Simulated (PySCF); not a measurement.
Excitations are Tamm–Dancoff values on a coarser integration grid.

Species: CH$_{3}$N, SMILES `C=N` (charge 0, multiplicity 1).

Task: Estimate the HOMO, T1 excitation (TDA), HOMO–LUMO gap, brightest of the four lowest singlets (TDA), S1 excitation (TDA), dipole moment, S1 oscillator strength and LUMO that M06-2X/def2-TZVPD // B3LYP-D3(BJ)/def2-TZVPD (PySCF) returns for this input.

Result: 
- HOMO: -9.29 eV
- T1 excitation (TDA): 4.26 eV
- HOMO–LUMO gap: 9.76 eV
- brightest of the four lowest singlets (TDA): 8.07 eV
- S1 excitation (TDA): 5.02 eV
- dipole moment: 0.424 e·Å
- S1 oscillator strength: 0.003
- LUMO: 0.47 eV
